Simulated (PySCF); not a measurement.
Compound: SbBr₃.
Cartesian coordinates in Å at the PBE0-D3(BJ)/def2-SVP level; atoms count from 1:
```
atom  x, y, z in Å
Sb1    0.086   -0.029    0.906
Br2    2.192    0.028   -0.478
Br3   -1.122    1.859   -0.229
Br4   -1.072   -1.948   -0.229
```

Computed, not measured: PBE0-D3(BJ)/def2-SVP geometry optimisation, gas phase, def2 core potentials past Kr in PySCF 2.14.0.

Problem. Which atoms are bound to Sb1, and at what distances?

Solution. 3 atoms: Br3 2.513 Å, Br4 2.513 Å, Br2 2.520 Å.

Problem. List the angles at Sb1.

Solution. 
| angle | degrees | distance of the outer atoms (Å) |
| --- | --- | --- |
| Br2–Sb1–Br4 | 98.9 | 3.82 |
| Br3–Sb1–Br4 | 98.5 | 3.81 |
| Br2–Sb1–Br3 | 97.9 | 3.79 |

Problem. What is the shape at Sb1?

Solution. Pyramidal: angles 98.9°, 98.5° and 97.9°, sum 295.3°, 1.22 Å off the plane of its three neighbours. Differences among atoms that C3v makes equivalent are scatter left by the optimiser.

Point group: C3v (tolerance 0.08 Å). Charge 0, singlet. No frequency check.
